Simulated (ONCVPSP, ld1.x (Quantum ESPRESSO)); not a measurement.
Potentials for Au compared

Generated with ld1.x 7.5 (TM, RRKJ, ultrasoft, PAW), atompaw 4.2 or ONCVPSP 4.0.1. The cutoff is in Ry: for ld1.x and atompaw files where the sum of valence levels is converged to 10 mRy in a Bessel basis, for ONCV files where the hardest occupied wave has 1 mHa per electron of residual kinetic energy. The error is the largest all-electron minus pseudo excitation energy over each file’s own four to seven test configurations (ionisations up to +4, promotions, holes and added fractions of an electron), all of which were solved. The labels leave out finer settings (local radius, basis sizes, second energies), which also bear on the numbers. Spin-polarised tests are not counted. The rows are a selection from randomly drawn settings: files with unsolved tests, undetermined cutoffs or missed reference levels are left out.

A true bound ghost makes a file unfit for plane-wave use even where its test errors are small: the radial tests pick states by their node count and pass the ghost by.

| potential | cutoff (Ry) | largest error (meV) | bound ghosts |
| --- | --- | --- | --- |
| ONCV, LDA (Perdew-Wang 92), fully relativistic, rc 1.60/1.40/2.15/1.40 (spdf), local f, core correction yes, reference 5s2 5p6 5d10 6s1, qcut 10/11.5/6.1/9.1, projectors 2/2/3/0 | 80 | +29 | none |
| TM, BLYP, scalar-relativistic, rc 1.80/2.45/1.50 (spd), local s, core correction yes, reference 5d10 6s1 6p0 | 45 | -926 | none |
| ONCV, PBE, scalar-relativistic, rc 1.30/1.25/2.15/1.00 (spdf), local smoothed, core correction yes, reference 4f14 5s2 5p6 5d10 6s1, qcut 7.4/7/6/18.1, projectors 2/2/2/3 | 277 | +141 | s, p |
| ONCV, PBE, scalar-relativistic, rc 1.55/1.55/1.85 (spd), local p, core correction yes, reference 5s2 5p6 5d10 6s0.5, qcut 6.4/11.1/7, projectors 2/0/1 | 69 | -11 | none |
| ONCV, PBEsol, scalar-relativistic, rc 2.50/2.05/1.95/0.65 (spdf), local smoothed, core correction no, reference 4f14 5d9 6s2, qcut 2.5/3.6/6.7/28.2, projectors 2/2/2/2 | 656 | -14 | s, p, d |

Fill in the row for Au: ONCV, PBE, scalar-relativistic, rc 1.50/1.25/2.00 (spd), local smoothed, core correction no, reference 5s2 5p6 5d9 6s2, qcut 7.2/6.9/6.3, projectors 2/2/2.

cutoff 283 Ry, largest error -22 meV, bound ghosts: none.

Fill in the row for Au: ONCV, BLYP, scalar-relativistic, rc 1.50/1.60/1.50 (spd), local smoothed, core correction no, reference 5s2 5p6 5d8, qcut 9.2/8.2/5.1, projectors 2/2/1.

cutoff 162 Ry, largest error +29 meV, bound ghosts: none.

Fill in the row for Au: ONCV, PBEsol, scalar-relativistic, rc 1.70/1.10/1.70 (spd), local smoothed, core correction no, reference 5s2 5p6 5d10 6s1, qcut 8.3/7.6/10, projectors 2/2/2.

cutoff 203 Ry, largest error -45 meV, bound ghosts: none.
